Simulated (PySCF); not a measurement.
A structure optimised at B3LYP-D3(BJ)/def2-SVP, used in a PySCF frequency run:

```xyz
11

Si    -1.7423     0.1814     0.1022
F     -1.3700     1.6045    -0.5706
F     -3.0476    -0.3803    -0.6689
C     -0.3214    -0.9862    -0.1917
Si     1.3375    -0.2715     0.1634
F      2.3813    -1.3843     0.6654
F      1.2266     0.8291     1.3326
F      1.9759     0.4414    -1.1227
H     -2.0857     0.3853     1.5206
H     -0.4650    -1.8844     0.4336
H     -0.3489    -1.3140    -1.2452
```
Charge 0, spin multiplicity 1.

Question: Write its SMILES and formula.

Answer: F[SiH](F)C[Si](F)(F)F, CH₃F₅Si₂

Question: What are its rotational constants (standard atomic weights)?

Answer: 2.6308, 0.76808, 0.72163 GHz
